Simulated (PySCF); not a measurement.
## Zirconium: a sound run and one with changed settings

Sound run: Zr [Kr] 4d2 5s2, Zr⁺ [Kr] 4d2 5s1. Calculation: PySCF 2.14, in aug-cc-pVDZ-PP with ECP28MDF; a scalar-relativistic core potential. In the sound run the correlated levels freeze 4s2 4p6 outside the core potential. The sound run starts from symmetry-adapted Hartree-Fock orbitals and uses a fine grid where one is needed.

Changed run: initial guess atom, at most 50 SCF cycles.

```csv
species,method,sound run (hartree),changed run (hartree),converged
Zr,UHF,-46.30215,-46.30215,yes
Zr,M06-2X,-46.67283,-46.67208,no
Zr,M06-L,-46.75262,-46.75262,yes
Zr,MP2,-46.34290,-46.34290,yes
Zr⁺,UHF,-46.11037,-46.11037,yes
Zr⁺,M06-2X,-46.41553,-46.41553,yes
Zr⁺,M06-L,-46.50242,-46.50242,yes
Zr⁺,MP2,-46.11944,-46.11944,yes
```

Ionisation energy of Zr:

```csv
method,sound run (eV),changed run (eV)
UHF,5.219,5.219
M06-L,6.808,6.808
MP2,6.080,6.080
SCS-MP2,6.252,6.252
```

A plain start with occupations fixed only by D2h representation lets s and d (or p and f) orbitals of one representation trade places, so the SCF can reach the same state, another state or none.

For comparison, NIST gives 6.634 eV between the lowest levels.
